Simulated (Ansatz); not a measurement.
`O[SiH](F)[SiH2]Cl` → `O[Si]F` + `[SiH3]Cl` at 298.15 K and 1 bar (silylene formation by 1,1-elimination).

Gas-phase electronic energies from Ansatz, PBE0-D4/def2-TZVP geometries. CCSD(T)/CBS adds triple-zeta CCSD(T) − MP2 to the extrapolated MP2 energy (def2 sets, frozen cores). This one scheme is used for every species. Each species was taken in one conformer, which may not be the lowest.

```
            species  CCSD(T)/CBS energy (Eh)  H − E (kJ/mol)  S (J/(mol·K))
`O[SiH](F)[SiH2]Cl`              -1215.47124           142.1          370.1
           `O[Si]F`               -464.72778            54.9          266.8
         `[SiH3]Cl`               -750.69636            80.1          250.8
```

H − E and S are ideal-gas, rigid-rotor, harmonic terms from PBE0-D4/def2-TZVP, for one conformer and one mirror image of each species. 1 Eh = 2625.50 kJ/mol, R = 8.31446 J/(mol·K).

Problem. By hand: ΔE, ΔH, ΔS and ΔG.

Solution. ΔE = (-464.72778) + (-750.69636) − (-1215.47124) = 0.04710 Eh = 123.7 kJ/mol. Δ(H − E) = 54.9 + 80.1 − 142.1 = -7.1, so ΔH = 116.6 kJ/mol. ΔS = 266.8 + 250.8 − 370.1 = 147.5 J/(mol·K). ΔG = 116.6 − 298.15 × (147.5)/1000 = 72.6 kJ/mol.

Problem. By hand: the equilibrium constant, and the temperature at which ΔG would vanish if ΔH and ΔS stayed fixed.

Solution. log₁₀ K = −ΔG/(RT ln 10) = -12.7. ΔG = 0 at ΔH/ΔS = 791 K.

The number of gas molecules changes by +1, which sets the sign of ΔS. A doubt of 5 kJ/mol in ΔE shifts log₁₀ K by 0.9 here. Other conformers and mirror images would add mixing entropy, several J/(mol·K) or more a flexible species. Modes under 60 cm⁻¹, often nearly free rotors, make the harmonic entropy too high. These are equilibria of isolated gas molecules and say nothing of rates. Largest T1 diagnostic: 0.015 (customary marks: 0.02 for closed shells, 0.045 for open ones).
